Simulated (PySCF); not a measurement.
SMILES [SiH3]CCC(C)(C)C (C6H16Si) (GFN2-xTB optimised geometry):

```
23

C      1.391    -0.089     0.000
C     -0.139    -0.089     0.000
C     -0.650     1.353     0.000
C     -0.632    -0.786    -1.273
C     -0.692    -0.870     1.209
C     -0.289    -0.348     2.586
Si    -1.051    -1.368     3.997
H      1.766     0.364    -0.915
H      1.783     0.479     0.840
H      1.774    -1.106     0.060
H     -1.737     1.374     0.044
H     -0.259     1.909     0.849
H     -0.335     1.863    -0.908
H     -0.273    -1.812    -1.313
H     -1.720    -0.802    -1.305
H     -0.272    -0.265    -2.158
H     -0.364    -1.909     1.120
H     -1.783    -0.871     1.139
H     -0.599     0.693     2.689
H      0.798    -0.361     2.679
H     -2.513    -1.306     3.916
H     -0.621    -2.764     3.885
H     -0.607    -0.820     5.280
```

Computed with B3LYP/def2-SVP in PySCF 2.14.0.

Question: What are the frontier orbital energies and the dipole moment?

Answer: HOMO-2 -8.74 eV, HOMO-1 -8.61 eV, HOMO -7.92 eV, LUMO 0.92 eV, LUMO+1 1.62 eV; dipole moment 0.71 D.

On the same geometry PBE/def2-SVP in PySCF gives HOMO-2 -7.57 eV, HOMO-1 -7.47 eV, HOMO -6.86 eV, LUMO 0.31 eV, LUMO+1 1.04 eV; dipole moment 0.78 D.

Meta-Löwdin charges at B3LYP/def2-SVP: C1 -0.29, C2 0.08, C3 -0.29, C4 -0.28, C5 -0.16, C6 -0.39, Si7 0.52, H8 0.09, H9 0.09, H10 0.09, H11 0.09, H12 0.09, H13 0.09, H14 0.09, H15 0.09, H16 0.09, H17 0.08, H18 0.08, H19 0.10, H20 0.10, H21 -0.11, H22 -0.11, H23 -0.11.
